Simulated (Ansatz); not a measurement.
`FC[SiH2]Br` + H₂ → `FC[SiH3]` + HBr at 298.15 K and 1 bar (hydrogenolysis of the Si–Br bond).

Computed with Ansatz on PBE0-D4/def2-TZVP structures; ΔE is electronic, products minus reactants. CBS: MP2 limit from def2 TZ/QZ plus the TZ coupled-cluster correction, frozen cores. This one scheme is used for every species. For Br outer-core shells are correlated without core-valence functions, which leaves a few kJ/mol of doubt a bond. Scalar relativity is left out up to krypton. One conformer a species, not always the lowest.

| species | CCSD(T)/CBS energy (Eh) | H − E (kJ/mol) | S (J/(mol·K)) |
| --- | --- | --- | --- |
| `FC[SiH2]Br` | -3002.67960 | 143.9 | 333.4 |
| H₂ | -1.17544 | 35.1 | 130.4 |
| `FC[SiH3]` | -429.90570 | 157.3 | 287.8 |
| HBr | -2573.91920 | 24.6 | 198.6 |

H − E and S are ideal-gas, rigid-rotor, harmonic terms from PBE0-D4/def2-TZVP, for one conformer and one mirror image of each species. The MP2-based limit puts H₂ 0.8 mEh under its directly extrapolated value; such offsets cancel only in part. 1 Eh = 2625.50 kJ/mol, R = 8.31446 J/(mol·K).

Q: By hand: ΔE, ΔH, ΔS and ΔG.

A: ΔE = (-429.90570) + (-2573.91920) − (-3002.67960) − (-1.17544) = 0.03014 Eh = 79.1 kJ/mol. Δ(H − E) = 157.3 + 24.6 − 143.9 − 35.1 = 2.9, so ΔH = 82.0 kJ/mol. ΔS = 287.8 + 198.6 − 333.4 − 130.4 = 22.6 J/(mol·K). ΔG = 82.0 − 298.15 × (22.6)/1000 = 75.3 kJ/mol.

Q: By hand: the equilibrium constant, and the temperature at which ΔG would vanish if ΔH and ΔS stayed fixed.

A: log₁₀ K = −ΔG/(RT ln 10) = -13.2. ΔG = 0 at ΔH/ΔS = 3628 K, far beyond where these terms or the molecules hold.

ΔH outweighs TΔS. A doubt of 5 kJ/mol in ΔE shifts log₁₀ K by 0.9 here. Other conformers and mirror images would add mixing entropy, several J/(mol·K) or more a flexible species. These are equilibria of isolated gas molecules and say nothing of rates. Largest T1 diagnostic: 0.011 (customary marks: 0.02 for closed shells, 0.045 for open ones).
